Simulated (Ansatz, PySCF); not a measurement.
Reaction (SMILES): CCCC[C@H](C)Cl [(2S)-2-chlorohexane] -> [CH3] (CH3) + [CH2]CC[C@H](C)Cl (the C-C bond at the site shown breaks; other sites are not compared here)
Each molecule is optimised on its own at B3LYP-D3(BJ)/def2-TZVP (Ansatz, a first-principles code), one conformer each, not searched for the lowest. Frequencies are from Ansatz or PySCF.

Quantity: bond dissociation energy (0 K, with B3LYP-D3(BJ) harmonic zero-point energies), in eV. Cores are frozen in the correlated levels unless marked. Open shells are spin-unrestricted. No spin-orbit coupling. Non-relativistic. CBS(X,Y): correlation extrapolated as X^-3; Hartree-Fock from the larger set. The bracket is a focal-point correction in the basis named.

RI-MP2/CBS(cc-pV(T+d)Z,cc-pV(Q+d)Z)+[CCSD(T)-MP2]/cc-pV(T+d)Z (Ansatz) gives 3.82 eV.

Problem. Another calculation gave 3.61 eV. Which level was it?
A) B2PLYP/def2-TZVPD (Ansatz)
B) wB97M-V/def2-TZVPD (Ansatz)
C) r2SCAN0/def2-TZVPD (Ansatz)
D) SVWN5/def2-TZVPD (Ansatz)

Solution. A, B2PLYP/def2-TZVPD (Ansatz). The others give 3.81 (wB97M-V), 3.38 (r2SCAN0), 4.48 (SVWN5) eV.
